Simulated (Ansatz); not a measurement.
`[F][Ga]` + `O=C[SiH2]Br` → `[Ga][Br]` + `O=C[SiH2]F` at 500 K and 1 bar (redistribution).

Gas-phase electronic energies from Ansatz, PBE0-D4/def2-TZVP geometries. CBS: MP2 limit from def2 TZ/QZ plus the TZ coupled-cluster correction, frozen cores. For Br, Ga outer-core shells are correlated without core-valence functions, which leaves a few kJ/mol of doubt a bond. Scalar relativity is left out up to krypton. One conformer a species, not always the lowest.

```tsv
species	CCSD(T)/CBS energy (Eh)	H − E (kJ/mol)	S (J/(mol·K))
`[F][Ga]`	-2023.78416	19.8	245.7
`O=C[SiH2]Br`	-2977.43874	131.7	385.5
`[Ga][Br]`	-4497.32085	18.9	270.8
`O=C[SiH2]F`	-503.92730	134.0	355.5
```

H − E and S are ideal-gas, rigid-rotor, harmonic terms from PBE0-D4/def2-TZVP, for one conformer and one mirror image of each species. 1 Eh = 2625.50 kJ/mol, R = 8.31446 J/(mol·K).

By hand: ΔE, ΔH, ΔS and ΔG.

ΔE = (-4497.32085) + (-503.92730) − (-2023.78416) − (-2977.43874) = -0.02525 Eh = -66.3 kJ/mol. Δ(H − E) = 18.9 + 134.0 − 19.8 − 131.7 = 1.4, so ΔH = -64.9 kJ/mol. ΔS = 270.8 + 355.5 − 245.7 − 385.5 = -4.9 J/(mol·K). ΔG = -64.9 − 500 × (-4.9)/1000 = -62.5 kJ/mol.

By hand: the equilibrium constant, and the temperature at which ΔG would vanish if ΔH and ΔS stayed fixed.

log₁₀ K = −ΔG/(RT ln 10) = 6.5. ΔG = 0 at ΔH/ΔS = 13245 K, far beyond where these terms or the molecules hold.

The number of gas molecules stays the same, so ΔS is small and ΔH decides. A doubt of 5 kJ/mol in ΔE shifts log₁₀ K by 0.5 here. Other conformers and mirror images would add mixing entropy, several J/(mol·K) or more a flexible species. Modes under 60 cm⁻¹, often nearly free rotors, make the harmonic entropy too high. These are equilibria of isolated gas molecules and say nothing of rates. Largest T1 diagnostic: 0.016 (customary marks: 0.02 for closed shells, 0.045 for open ones).
